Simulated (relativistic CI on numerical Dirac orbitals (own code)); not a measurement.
One change at a time: Ho32+

Base calculation: Dirac-Coulomb-Breit CI, KLI orbitals optimised for each configuration, a model potential for QED, unscaled Slater integrals.

Configurations in the expansion (outside the closed core [Ar] 3d10): 4s²4p⁵, 4s4p⁶, 4s²4p⁴4d, 4s4p⁵4d, 4s²4p⁴4f, 4s4p⁵4f, 4p⁶4d, 4s4p⁴4d², 4s²4p³4d4f, 4p⁶4f, 4p⁵4d², 4p⁴4d³, 4p⁴4d²4f. Double excitations out of closed p, d and f shells are left out; levels of such configurations are missing from the list, as are those of other unlisted configurations, and high levels can miss mixing partners.

Variants: (1) non-relativistic limit. Shifts of the energy above 4s²4p⁵ ²P°3/2, in cm⁻¹, for the lowest level and the first level of each name with at least 55 % of one term (blank where a level changes its place among those of its configuration and J or its character, or is not in the variant):

```tsv
Level	Base	Δ(1)
4s²4p⁵ ²P°3/2	0	0
4s²4p⁵ ²P°1/2	434005	-434004
4s²4p⁴4d ²D3/2	1087135	
4s²4p⁴4d ⁴F9/2	1101708	-137742
4s²4p⁴4d ⁴D1/2	1390725	
4s²4p⁴4d ²G7/2	1465702	
4s²4p⁴4d ²G9/2	1552484	-544777
4s4p⁵4d ⁴P°1/2	2118072	-540647
4s4p⁵4d ⁴P°3/2	2139608	-562183
4s4p⁵4d ⁴F°7/2	2151346	-559929
4s4p⁵4d ⁴F°9/2	2197175	-605758
4s4p⁵4d ⁴D°7/2	2283385	-634793
4s4p⁵4d ²F°7/2	2350938	-649996
4s²4p⁴4f ⁴G°11/2	2427010	-146152
```

At this charge energies of transitions that change n are usually good to better than 1 %, and those within a shell (Δn = 0) to a few per cent.

Ionisation energy from the two ground configurations alone: base 1345.31 eV. The NIST ASD value (theoretical) is 1346 eV.

LS names give the leading component of a level, which can be under half, so a name can repeat, a term be missing and a line seem to break the LS rules.
